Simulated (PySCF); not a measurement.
## Electric properties by functional and basis

Compound: aluminum trichloride, AlCl3.
SMILES: `[Cl][Al]([Cl])[Cl]`

PySCF, dipoles from the SCF density, polarisabilities from static response with core orbitals frozen. Isolated species at its PBE0-D3(BJ)/def2-SVP geometry, gas phase.

The anisotropy is √(½[(α1 − α2)² + (α2 − α3)² + (α3 − α1)²]).

```csv
level,α (Å³),anisotropy (Å³)
LDA/def2-SVPD,9.85,3.12
PBE/def2-SVPD,9.78,3.07
B3LYP/def2-SVPD,9.43,2.86
PBE0/def2-SVPD,9.27,2.77
BHandHLYP/def2-SVPD,8.95,2.57
CAM-B3LYP/def2-SVPD,9.22,2.71
wB97X-D/def2-SVPD,9.14,2.66
LC-wPBE/def2-SVPD,8.91,2.53
HF/def2-SVPD,8.45,2.18
PBE0/6-31G*,6.87,3.29
PBE0/def2-SVP,6.42,2.92
PBE0/def2-TZVP,8.30,2.99
```

No reference polarisability is at hand; against PBE0 in the largest diffuse basis at hand (def2-SVPD) the other PBE0 rows deviate by 6-31G* -26%, def2-SVP -31%, def2-TZVP -10%. The dipole stays under 0.05 D at every level. In one basis (def2-SVPD) the functionals order the polarisability from HF (lowest) to LDA (highest), a spread of 17%. With PBE0 the polarisability is 7.20 Å³ without diffuse functions (mean of 6-31G*, def2-SVP and def2-TZVP) and 9.27 Å³ with them (def2-SVPD).
